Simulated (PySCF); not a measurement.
## Computed properties of C4H3F, SMILES C#C/C=C\F

C4H3F, SMILES C#C/C=C\F. Geometry optimised at B3LYP-D3(BJ)/def2-SVP. The structure was generated by enumeration; whether it is a known compound was not checked. One conformer was computed; it need not be the lowest. All values are computed for the isolated molecule unless a solvent is named; none is compared with measurement here.

**Structure.** The optimised structure has Cs symmetry. All 18 harmonic modes at B3LYP-D3(BJ)/def2-SVP (PySCF) are real, so it is a minimum. With heavy atoms numbered as in [CH:1]#[C:2]/[CH:3]=[CH:4]\[F:5], the shortest bond between them is C1–C2 at 1.214 Å and the longest C2–C3 at 1.421 Å.

**Vibrations.** The strongest infrared lines (harmonic, unscaled, degenerate partners summed) lie at 1720 cm⁻¹ (85 km/mol, C 92 %), 3471 cm⁻¹ (78 km/mol, H 86 %, C 14 %), 1107 cm⁻¹ (62 km/mol, H 50 %, C 33 %, F 17 %). The softest mode is at 146 cm⁻¹ and the zero-point energy is 34.0 kcal/mol.

**Electronic structure.** CAM-B3LYP/def2-TZVP (PySCF) places the frontier levels at -8.37 and 0.15 eV, a gap of 8.52 eV, and gives a dipole moment of 1.39 D and a mean polarisability of 47.8 bohr³. PBE/def2-TZVP (PySCF) at the same geometry gives -6.00 and -1.87 eV, so its gap is 4.39 eV narrower. An orbital gap is neither the optical nor the fundamental gap.

**Excitations.** TDDFT-B3LYP/def2-SVPD (PySCF) has S1 at 5.29 eV (234 nm, f = 0.000, dark); the most intense of the 10 singlets computed lies at 7.36 eV (f = 0.34). T1 (TDA) is at 3.40 eV. TDDFT-PBE/def2-SVPD (PySCF) puts S1 at 5.05 eV. No vertical singlet excitation falls in the visible range (under 3.1 eV).

**NMR.** GIAO shifts at PBE0/pcSseg-1 (PySCF) (non-relativistic, atoms alike by connectivity averaged): ¹³C from 79.0 to 171.5 ppm against TMS; ¹H from 3.6 to 7.1 ppm against TMS; ¹⁹F at -100.8 ppm against CFCl3.

**Solvation.** SMD-ωB97X/def2-SVP (PySCF) gives -0.7 kcal/mol in water, -3.4 kcal/mol in ethylethanoate, -3.4 kcal/mol in tetrahydrofuran (1 M in both phases, gas-phase geometry); of these solvents ethylethanoate holds the molecule best.
